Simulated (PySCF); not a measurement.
# Two-component Hartree-Fock for W⁴⁸⁺ (tungsten, charge +48)

Start: [Ar] 3d8; 3d3/2 filled at m_j = -3/2, -1/2, +1/2, +3/2; 3d5/2 filled at m_j = -1/2, +1/2, +3/2, +5/2. Calculated with PySCF 2.14 in an even-tempered Gaussian basis (15 s from 12 bohr⁻², ratio 2.8; 13 p from 16 bohr⁻², ratio 2.8; 8 d from 16 bohr⁻², ratio 2.8; 3 f from 57 bohr⁻², ratio 3): generalised Hartree-Fock with the X2C-1e Hamiltonian and a Gaussian nucleus; one run each with spin-orbit coupling (SO) switched off, then screened by Boettger's factors.

```csv
spinor shell,electrons,"ε, spin-free (eV)","ε, screened SO (eV)",weight of nominal j (screened SO),"rms radius, screened SO (bohr)"
1s1/2,2,-72596.4,-72574.0,1.000,0.0208
2s1/2,2,-14834.0,-14826.2,1.000,0.0836
2p1/2,2,-13315.7,-14292.0,1.000,0.0710
2p3/2,4,-13315.7,-12917.4,1.000,0.0783
3s1/2,2,-5296.3,-5294.0,1.000,0.209
3p1/2,2,-4832.7,-5068.0,1.000,0.200
3p3/2,4,-4832.7,-4734.8,1.000,0.214
3d3/2,4,-4345.7,-4386.0,0.994,0.186
3d5/2,4,-4345.7,-4315.6,0.996,0.189
```

| quantity | spin-free | screened SO |
| --- | --- | --- |
| E (hartree) | -14342.21235 | -14362.48847 |
| M_J | 4 | 4 |
| ⟨J²⟩ | 20.000 | 20.000 |
| ⟨L²⟩ | 12.000 | 13.115 |
| ⟨S²⟩ | 2.000 | 1.797 |

Each row is a mean over spinors that exchange with the open shell spreads, by up to 38.841 eV (3p3/2).

Breit and QED terms are absent; they matter most for the inner s and p1/2 levels.

Densities and radii are taken from the X2C orbitals without a picture-change correction, which distorts them close to the nucleus.

Without spin-orbit coupling the j labels of p, d and f shells carry no meaning; the spin-free column gives the mean over the occupied spinors of each nl shell.
